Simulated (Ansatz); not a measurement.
Ideal-gas functions of C2H4AlFSi (`[F][Al]1[CH]=[C]1[SiH3]`) at 400 K and 1 bar, from an Ansatz frequency run at PBE0-D4/def2-TZVP.

Molar mass 102.12 g/mol, point group Cs (symmetry number 1), electronic degeneracy 1, moments of inertia 45.593, 378.782, 418.524 u Å². Harmonic wavenumbers (cm⁻¹, unscaled): 98, 122, 164, 234, 261, 392, 638, 650, 657, 884, 886, 922, 939, 941, 1003, 1133, 1435, 2201, 2221, 2221, 3116.

Use S(trans) = R[1.5 ln M + 2.5 ln T − 1.1517]; rotational temperatures θ = 24.2544 K / I; S(rot) = R[ln(√π/σ · √(T³/θAθBθC)) + 1.5]; for each mode x = 1.438777 ν̃/T, S = R[x/(eˣ − 1) − ln(1 − e⁻ˣ)] and H = RT x/(eˣ − 1); 1 cm⁻¹ = 0.0119627 kJ/mol; R = 8.31446 J/(mol·K).

Q: By hand: the entropy, in J/(mol·K).

A: Translation 172.7. Rotation: θ = 0.532, 0.064, 0.058 K, giving 117.8. Vibration, mode by mode: 17.03, 15.23, 12.82, 9.99, 9.14, 6.11, 3.02, 2.92, 2.86, 1.50, 1.49, 1.35, 1.28, 1.27, 1.06, 0.73, 0.30, 0.03, 0.03, 0.03, 0.00, in all 88.2. Electronic 0.0. Sum 378.7 J/(mol·K).

Q: By hand: H − E and G − E in kJ/mol, counted from the electronic energy.

A: Zero-point energy ½ × 21118 × 0.0119627 = 126.3; thermal vibration 18.8; translation, rotation and pV give 4 RT = 13.3. H − E = 158.4 kJ/mol, and G − E = 158.4 − 400 × 378.7/1000 = 6.9 kJ/mol.

Vibration gives 23 % of the entropy, 32.3 J/(mol·K) of it from the modes under 150 cm⁻¹: soft modes count most, and the harmonic formula is weakest for them.
